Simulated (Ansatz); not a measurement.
(ZnSe)n off (charge +1): PBE0-D4/def2-SVP single points in Ansatz on relaxed structures, gas phase. Each cluster is the lowest isomer that a short search found in that spin, judged at the geometry's level, and lower ones may exist. HOMO and LUMO are taken over both spins. The structures are stationary points that may keep the symmetry of their start.

(1) Estimate the order by HOMO (eV), lowest first.
A. Zn3Se3⁺ (doublet)
B. Zn7Se6⁺ (doublet)
C. Zn2Se⁺ (doublet)

(1) A (-10.48), C (-10.39), B (-8.87).

In full:

```csv
species,atoms,state,geometry,HOMO (eV),LUMO (eV),gap (eV),point group (within 0.1 Å)
Zn2Se⁺,3,doublet,r2SCAN-D4/def2-TZVP,-10.39,-8.81,1.58,C2v
Zn3Se3⁺,6,doublet,PBE-D4/def2-SVP,-10.48,-8.46,2.02,Cs
Zn7Se6⁺,13,doublet,PBE-D4/def2-SVP,-8.87,-7.07,1.80,–
```

The gap (eV) runs from 1.58 (Zn2Se⁺) to 2.02 (Zn3Se3⁺).
